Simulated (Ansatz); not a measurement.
Steps of a relaxation of GeH5O2PSi (`OP1[O][GeH2][SiH2]1`) with RKS PBE0-D4/def2-TZVP.

```sh
$ ansatz run in.yaml --threads 4 --pin off --events-out ev --progress --plain --max-ram 10444MiB
```

```yaml
crystal:
  periodic: [false, false, false]
  atoms:
    - {symbol: O, position_ang: [-1.274537, 0.728051, 1.498213]}
    - {symbol: P, position_ang: [-1.431407, 0.743993, -0.201127]}
    - {symbol: O, position_ang: [-1.202145, -0.870194, -0.631806]}
    - {symbol: Ge, position_ang: [0.581812, -1.328197, -0.342565]}
    - {symbol: Si, position_ang: [0.882021, 1.054290, -0.446417]}
    - {symbol: H, position_ang: [-2.170324, 0.671946, 1.885332]}
    - {symbol: H, position_ang: [0.732535, -2.075064, 1.012888]}
    - {symbol: H, position_ang: [0.999564, -2.278768, -1.501779]}
    - {symbol: H, position_ang: [1.694391, 1.816295, 0.567101]}
    - {symbol: H, position_ang: [1.271191, 1.486549, -1.836940]}
basis:
  gaussian: {orbitals: def2-TZVP}
hamiltonian: {xc: pbe0, dispersion: d4}
relax: {f_tol: 0.005, max_steps: 150}
```

Positions (Å) and forces (eV/Å) along the path, 11 of 11 steps:

```xyz
10
step=1 energy=-77845.5364 eV
O    -1.275    0.728    1.498   -0.834   -0.064   -0.748
P    -1.431    0.744   -0.201    0.652   -1.135    0.646
O    -1.202   -0.870   -0.632    0.335    1.036    0.462
Ge    0.582   -1.328   -0.343   -0.347    0.087   -0.079
Si    0.882    1.054   -0.446   -0.046    0.011   -0.088
H    -2.170    0.672    1.885    0.683    0.047   -0.244
H     0.733   -2.075    1.013   -0.064    0.128   -0.227
H     1.000   -2.279   -1.502   -0.079    0.155    0.189
H     1.694    1.816    0.567   -0.213   -0.179   -0.208
H     1.271    1.487   -1.837   -0.087   -0.086    0.298
10
step=2 energy=-77845.5986 eV
O    -1.282    0.716    1.499   -0.232   -0.004   -0.658
P    -1.399    0.736   -0.188    0.093   -0.731    0.441
O    -1.185   -0.864   -0.605    0.168    0.703    0.236
Ge    0.589   -1.317   -0.345   -0.221   -0.031   -0.046
Si    0.884    1.043   -0.456    0.040    0.064    0.055
H    -2.174    0.678    1.868    0.219    0.029   -0.050
H     0.723   -2.059    0.998    0.016    0.021   -0.022
H     0.989   -2.261   -1.497   -0.006    0.016    0.021
H     1.672    1.797    0.560   -0.033   -0.049   -0.061
H     1.265    1.480   -1.831   -0.044   -0.019    0.084
10
step=3 energy=-77845.6159 eV
O    -1.249    0.724    1.451   -0.154    0.005   -0.008
P    -1.408    0.715   -0.205    0.158   -0.117    0.032
O    -1.179   -0.862   -0.595   -0.081    0.050   -0.031
Ge    0.583   -1.318   -0.343   -0.006   -0.018   -0.003
Si    0.867    1.036   -0.436    0.008    0.121   -0.136
H    -2.123    0.696    1.848   -0.059    0.004    0.157
H     0.724   -2.052    0.996    0.013   -0.052    0.061
H     0.983   -2.256   -1.492    0.006   -0.042   -0.045
H     1.651    1.778    0.580    0.025    0.036    0.050
H     1.233    1.488   -1.801    0.090    0.014   -0.076
10
step=4 energy=-77845.5647 eV rejected
O    -1.304    0.757    1.480    0.394   -0.075    0.157
P    -1.405    0.701   -0.167   -0.773    0.088   -0.461
O    -1.184   -0.875   -0.542    0.110    0.024    0.108
Ge    0.593   -1.320   -0.360    0.012    0.044    0.093
Si    0.846    1.067   -0.489    0.513   -0.221    0.382
H    -2.166    0.702    1.903   -0.029    0.051   -0.158
H     0.778   -2.102    0.955    0.014    0.032    0.008
H     0.941   -2.256   -1.533    0.014    0.023   -0.036
H     1.558    1.842    0.567    0.030   -0.082   -0.034
H     1.425    1.432   -1.812   -0.286    0.115   -0.060
10
step=5 energy=-77845.6249 eV
O    -1.290    0.728    1.464   -0.142    0.031    0.073
P    -1.410    0.693   -0.193   -0.051   -0.048   -0.005
O    -1.176   -0.885   -0.559    0.049    0.025    0.015
Ge    0.599   -1.331   -0.352   -0.027    0.021   -0.001
Si    0.866    1.041   -0.450    0.066   -0.022    0.032
H    -2.165    0.785    1.866    0.140   -0.025   -0.082
H     0.780   -2.100    0.970   -0.008    0.025   -0.007
H     0.975   -2.255   -1.527   -0.010    0.007   -0.004
H     1.625    1.784    0.593   -0.002   -0.021   -0.046
H     1.279    1.489   -1.809   -0.015    0.007    0.026
10
step=6 energy=-77845.6245 eV rejected
O    -1.309    0.771    1.453    0.105   -0.029    0.010
P    -1.414    0.696   -0.202    0.034    0.057    0.032
O    -1.171   -0.884   -0.538   -0.035   -0.071   -0.027
Ge    0.602   -1.328   -0.355    0.011   -0.003    0.005
Si    0.873    1.040   -0.447   -0.002    0.002   -0.035
H    -2.180    0.736    1.854   -0.106    0.018    0.013
H     0.803   -2.079    0.974   -0.008    0.000    0.000
H     0.952   -2.267   -1.525    0.005    0.014    0.002
H     1.663    1.754    0.590   -0.015    0.017   -0.001
H     1.267    1.510   -1.802    0.012   -0.005    0.001
10
step=7 energy=-77845.6265 eV
O    -1.298    0.734    1.465   -0.030    0.007    0.018
P    -1.409    0.695   -0.192   -0.014   -0.013    0.002
O    -1.173   -0.883   -0.557    0.013    0.013    0.004
Ge    0.599   -1.329   -0.352   -0.004    0.003   -0.006
Si    0.872    1.040   -0.447    0.011   -0.014   -0.008
H    -2.175    0.763    1.860    0.026   -0.004   -0.019
H     0.781   -2.088    0.974   -0.003    0.005    0.004
H     0.967   -2.258   -1.524    0.001    0.003   -0.002
H     1.648    1.778    0.583    0.007    0.000    0.009
H     1.272    1.496   -1.806   -0.008   -0.001   -0.003
10
step=8 energy=-77845.6264 eV rejected
O    -1.305    0.744    1.465   -0.016   -0.004    0.010
P    -1.410    0.698   -0.192    0.039   -0.005    0.019
O    -1.170   -0.881   -0.551   -0.017   -0.028   -0.016
Ge    0.602   -1.330   -0.354   -0.012    0.022    0.010
Si    0.874    1.038   -0.446   -0.007    0.005   -0.006
H    -2.184    0.758    1.856    0.006    0.004   -0.007
H     0.786   -2.084    0.975    0.000   -0.001   -0.005
H     0.968   -2.260   -1.526   -0.005   -0.002   -0.001
H     1.661    1.765    0.584   -0.001    0.009   -0.003
H     1.261    1.500   -1.807    0.012    0.000   -0.002
10
step=9 energy=-77845.6267 eV
O    -1.302    0.736    1.466   -0.004    0.002    0.001
P    -1.408    0.696   -0.191   -0.002    0.000    0.009
O    -1.172   -0.881   -0.555    0.003    0.000   -0.003
Ge    0.600   -1.328   -0.353   -0.002    0.003    0.000
Si    0.874    1.039   -0.446   -0.003   -0.002   -0.006
H    -2.181    0.760    1.857    0.002    0.000   -0.005
H     0.782   -2.084    0.976    0.000   -0.001    0.000
H     0.967   -2.258   -1.525    0.001   -0.001    0.001
H     1.656    1.774    0.582    0.004    0.001    0.003
H     1.266    1.497   -1.807    0.000    0.000    0.000
10
step=10 energy=-77845.6267 eV
O    -1.303    0.735    1.468    0.001   -0.008   -0.001
P    -1.408    0.696   -0.189   -0.002    0.007   -0.008
O    -1.171   -0.880   -0.558   -0.001    0.002    0.011
Ge    0.601   -1.328   -0.354    0.000    0.000   -0.001
Si    0.874    1.039   -0.446    0.004    0.001    0.001
H    -2.183    0.760    1.857   -0.001   -0.001    0.000
H     0.780   -2.084    0.976    0.000    0.000   -0.001
H     0.968   -2.259   -1.525    0.001    0.000    0.001
H     1.660    1.774    0.581   -0.001   -0.001   -0.001
H     1.264    1.496   -1.808   -0.001    0.000    0.000
10
step=11 energy=-77845.6267 eV
O    -1.304    0.734    1.468    0.000    0.000   -0.002
P    -1.407    0.697   -0.190   -0.001   -0.001    0.001
O    -1.171   -0.880   -0.557    0.000    0.001    0.001
Ge    0.600   -1.328   -0.353   -0.001    0.000   -0.001
Si    0.875    1.039   -0.446    0.001    0.000    0.000
H    -2.183    0.759    1.857    0.000    0.000    0.000
H     0.781   -2.084    0.976    0.000    0.000    0.000
H     0.968   -2.259   -1.524    0.000    0.000    0.000
H     1.660    1.774    0.580    0.000    0.000    0.000
H     1.264    1.497   -1.808    0.000    0.000    0.000
```

Run time 51 s (4 threads of an Arm Neoverse V2 on a shared host); peak host memory 0.72 GiB.
